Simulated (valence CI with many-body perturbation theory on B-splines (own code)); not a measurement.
## Level structure of Tm55+

Calculated by valence CI with perturbative core correlation (CI+MBPT): four valence electrons over a frozen Dirac-Fock core [Ne], a basis of 11 s, 11 p, 10 d, 8 f, 5 g, 2 h functions for each j, with the one-electron correlation potential Σ1 (screened to all orders), the two-electron term Σ2, the three-electron term Σ3, Breit, model QED; selected single and double excitations, second order for the rest, scaled by the run's own slope (own B-spline code, finite nucleus).

No measured spectrum was set against this ion. As an estimate, large intervals hold to a few tenths of a per cent, small ones and those within an open d or f shell to about a per cent. Among the levels kept, up to 570 cm⁻¹ of a level comes from second order outside the variational space, and about a tenth of that is noise between levels of different J, which matters for small intervals.

Levels 1 to 45 of 166, with energies above the lowest level, (3s^2 3p1/2^2) J=0. "Leading %" is the weight of the configuration and term that name the level; weights of strongly mixed levels are sums over their largest components and can fall short. In the jj column 3d3/2^4 stands for four electrons in 3d with j = 3/2. Lifetimes count E1, E2, E3, M1 and M2 decay at the calculated energies, and are blank where another channel may lead or the interval is too uncertain; long ones can be off by a factor of two.

```csv
No.,Configuration,Term,J,E (× 10³ cm⁻¹),Leading %,g,Leading jj,Lifetime
1,3s2 3p2,3P,0,0.00,69,,3s^2 3p1/2^2 (99 %),
2,3s2 3p2,3P,1,1992.3,99,1.491,3s^2 3p1/2 3p3/2 (99 %),10.3 ns
3,3s2 3p2,1D,2,2062.0,64,1.167,3s^2 3p1/2 3p3/2 (99 %),828 ns
4,3s 3p3,3P°,2,3206.5,45,1.537,3s 3p1/2^2 3p3/2 (96 %),46.8 ps
5,3s 3p3,3D°,1,3415.9,30,1.037,3s 3p1/2^2 3p3/2 (83 %),2.06 ps
6,3s2 3p 3d,3F°,2,3618.1,74,0.754,3s^2 3p1/2 3d3/2 (99 %),127 ps
7,3s2 3p 3d,3D°,1,3932.9,45,0.877,3s^2 3p1/2 3d3/2 (83 %),371 fs
8,3s2 3p2,3P,2,4106.2,63,1.310,3s^2 3p3/2^2 (98 %),3.88 ns
9,3s2 3p 3d,3P°,2,4228.7,44,1.293,3s^2 3p1/2 3d5/2 (95 %),4.23 ps
10,3s2 3p 3d,3F°,3,4235.7,52,1.109,3s^2 3p1/2 3d5/2 (98 %),6.78 ps
11,3s2 3p2,1S,0,4257.3,68,,3s^2 3p3/2^2 (98 %),3.47 ns
12,3s 3p2 3d,3D,1,4861.8,42,0.429,3s 3p1/2^2 3d3/2 (98 %),22.1 ps
13,3s 3p2 3d,3D,2,4914.5,29,1.138,3s 3p1/2^2 3d3/2 (96 %),22.6 ps
14,3s 3p3,3D°,2,5148.2,50,1.519,3s 3p1/2 3p3/2^2 (94 %),2.86 ps
15,3s 3p3,3D°,3,5278.7,93,1.310,3s 3p1/2 3p3/2^2 (93 %),4.43 ps
16,3s 3p3,3P°,0,5367.1,87,,3s 3p1/2 3p3/2^2 (87 %),2.49 ps
17,3s 3p2 3d,3D,3,5437.0,33,1.351,3s 3p1/2^2 3d5/2 (97 %),5.60 ps
18,3s 3p3,3P°,1,5472.4,36,1.270,3s 3p1/2 3p3/2^2 (83 %),1.45 ps
19,3s 3p3,1D°,2,5478.0,56,1.082,3s 3p1/2 3p3/2^2 (73 %),1.14 ps
20,3s 3p2 3d,3F,2,5540.0,28,1.022,3s 3p1/2^2 3d5/2 (95 %),5.02 ps
21,3s 3p3,3S°,1,5558.4,33,1.350,3s 3p1/2 3p3/2^2 (96 %),522 fs
22,3s2 3p 3d,3F°,3,5886.6,43,1.092,3s^2 3p3/2 3d3/2 (93 %),728 fs
23,3s2 3p 3d,3D°,2,5907.8,41,1.060,3s^2 3p3/2 3d3/2 (72 %),357 fs
24,3s2 3p 3d,3P°,1,5914.5,47,1.122,3s^2 3p3/2 3d3/2 (84 %),448 fs
25,3s2 3p 3d,3P°,0,5924.0,87,,3s^2 3p3/2 3d3/2 (87 %),525 fs
26,3s2 3p 3d,3F°,4,6178.5,99,1.239,3s^2 3p3/2 3d5/2 (99 %),7.91 ns
27,3s2 3p 3d,3P°,2,6244.0,44,1.240,3s^2 3p3/2 3d5/2 (95 %),7.95 ps
28,3s2 3p 3d,3D°,3,6426.9,58,1.193,3s^2 3p3/2 3d5/2 (94 %),2.02 ps
29,3s2 3p 3d,1P°,1,6498.1,63,1.075,3s^2 3p3/2 3d5/2 (96 %),2.89 ps
30,3p4,3P,2,6637.4,25,1.186,3s 3p1/2 3p3/2 3d3/2 (58 %),3.26 ps
31,3s 3p2 3d,5D,0,6697.3,72,,3s 3p1/2 3p3/2 3d3/2 (91 %),16.5 ps
32,3s 3p2 3d,5D,1,6718.7,52,1.148,3s 3p1/2 3p3/2 3d3/2 (99 %),22.2 ps
33,3s 3p2 3d,5F,3,6757.3,45,1.139,3s 3p1/2 3p3/2 3d3/2 (96 %),20.7 ps
34,3p4,3P,2,6776.2,25,1.173,3s 3p1/2 3p3/2 3d3/2 (54 %),1.50 ps
35,3p4,1S,0,6852.7,43,,3p1/2^2 3p3/2^2 (68 %),1.16 ps
36,3s 3p2 3d,3G,4,6880.0,29,1.171,3s 3p1/2 3p3/2 3d3/2 (93 %),51.5 ps
37,3s 3p2 3d,3F,2,6984.5,61,0.907,3s 3p1/2 3p3/2 3d3/2 (85 %),1.26 ps
38,3s 3p2 3d,3D,3,7028.0,31,1.306,3s 3p1/2 3p3/2 3d3/2 (89 %),742 fs
39,3s 3p2 3d,5P,1,7063.9,32,1.745,3s 3p1/2 3p3/2 3d3/2 (96 %),656 fs
40,3s 3p2 3d,3D,2,7071.8,24,1.404,3s 3p1/2 3p3/2 3d3/2 (85 %),516 fs
41,3s 3p2 3d,3G,3,7102.6,48,0.927,3s 3p1/2 3p3/2 3d3/2 (97 %),751 fs
42,3s 3p2 3d,3D,1,7115.4,42,0.811,3s 3p1/2 3p3/2 3d3/2 (94 %),583 fs
43,3s 3p2 3d,5D,4,7167.1,47,1.386,3s 3p1/2 3p3/2 3d5/2 (99 %),187 ps
44,3s 3p2 3d,3D,1,7279.1,53,0.935,3s 3p1/2 3p3/2 3d3/2 (84 %),389 fs
45,3s 3p2 3d,3F,2,7313.0,18,1.038,3s 3p1/2 3p3/2 3d3/2 (66 %),450 fs
```

The ionisation energy to 3s2 3p 2P°_1/2 of the next ion comes out as 5529.6 eV (NIST: 5527 ± 5 eV (theoretical)). All 166 levels together are meant to be complete up to 11006 × 10³ cm⁻¹.
